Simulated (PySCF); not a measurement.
SiCl2FI, SMILES [Si](Cl)(I)(Cl)F.

Geometry: PBE0-D3(BJ)/def2-SVP. The structure was generated by enumeration, and PubChem lists no compound with its InChIKey, so it may never have been made. The def2 effective core potentials stand for the cores of I; spin–orbit coupling is left out.

All values below come from PySCF with PBE/def2-TZVP.

Symmetry labels are those of the subgroup Cs that the program uses (full group Cs).

Computed valence orbital energies around the gap with their symmetry:
```
orbital  symmetry  energy (eV)
-------  --------  -----------
HOMO−7         A"       -10.21
HOMO−6         A'        -9.72
HOMO−5         A'        -9.06
HOMO−4         A"        -8.67
HOMO−3         A'        -8.55
HOMO−2         A"        -8.35
HOMO−1         A'        -7.23
HOMO           A"        -7.17
LUMO           A'        -2.26
LUMO+1         A'        -0.77
LUMO+2         A"        -0.36
LUMO+3         A'        -0.12
```
